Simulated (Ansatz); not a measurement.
Compare A (`C[SiH](N)N`) with its isomer B (`NC[SiH2]N`).

Program: Ansatz. Geometries: PBE0-D4/def2-TZVP. ΔE: electronic, gas phase. CCSD(T)/CBS adds triple-zeta CCSD(T) − MP2 to the extrapolated MP2 energy (def2 sets, frozen cores). DFT in def2-TZVPP. B3LYP here is the variant with VWN-RPA as its local correlation; programs differ in this. Each species was taken in one conformer, which may not be the lowest.

Q: Which isomer does CCSD(T)/CBS put lower? Give the gap. (Estimate.)

A: Computed: A, by 38.3 kcal/mol.

Q: Give E(B) − E(A) in kcal/mol with B2PLYP, CCSD(T)/def2-TZVPP, B3LYP-D4, CCSD/def2-TZVPP, MP2/def2-TZVPP, B3LYP, PBE0-D4. (An estimate is asked.)

A: Ansatz gave: B2PLYP 38.0, CCSD(T)/def2-TZVPP 37.5, B3LYP-D4 37.3, CCSD/def2-TZVPP 37.6, MP2/def2-TZVPP 39.0, B3LYP 37.2, PBE0-D4 36.7. None reverses the order clearly.

Largest T1 diagnostic: 0.009.

From PBE to PBE0 (25 % exact exchange), in def2-TZVPP and without D4, E(B) − E(A) moves by +1.0 kcal/mol.
